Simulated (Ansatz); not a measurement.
TiO₄H₄⁻. The state is a doublet with charge -1. Geometry PBE-D4/def2-SVP, that of the neutral singlet; atoms count from 1.

```xyz
9

Ti   -0.062   -0.100   -0.298
O     0.136   -1.426    1.433
O    -1.136    0.733   -1.421
O    -1.084   -0.658    1.168
O     1.295    0.925    0.299
H     0.585   -0.869    2.113
H     0.580   -1.349   -1.283
H     1.584    1.794   -0.031
H    -1.898    0.950   -1.980
```

The structure holds one bond between oxygen atoms, so isomers without such links may lie far lower. The highest occupied level of the charge -1 doublet lies above zero (up to 1.73 eV). Energy differences put its binding near zero (-0.02 eV; vertical, against the charge 0 singlet, at PBE0-D4/def2-TZVPD), which leaves it undecided. The structure comes from a short search, and lower isomers may exist.

(1) Estimate the Mulliken populations from the PBE0/def2-TZVPD orbitals of Ansatz.

(2) Where does the spin sit?

(3) And the Mayer bond orders between heavy atoms (over 0.3)?

Results:

(1) 
| atom | charge (e) | spin (α − β) | d electrons |
| --- | --- | --- | --- |
| Ti1 | 0.89 | 1.03 | 2.26 |
| O2 | -0.30 | -0.04 | – |
| O3 | -0.80 | 0.01 | – |
| O4 | -0.59 | 0.00 | – |
| O5 | -0.82 | -0.01 | – |
| H6 | 0.31 | 0.02 | – |
| H7 | -0.06 | -0.04 | – |
| H8 | 0.19 | 0.02 | – |
| H9 | 0.20 | 0.01 | – |
Mulliken values depend strongly on the basis. With diffuse functions, as here, like atoms can get unlike values, and bond orders can come out too low or too high.

(2) Summed by element: Ti 1.03, O -0.04, H 0.01, of 1 unpaired in all. Largest on single atoms: Ti1 1.03, O2 -0.04, H7 -0.04.

(3) Ti1–O3 0.60 (1.76 Å); Ti1–O4 0.51 (1.87 Å); Ti1–O5 0.54 (1.80 Å); O2–O4 0.73 (1.47 Å).
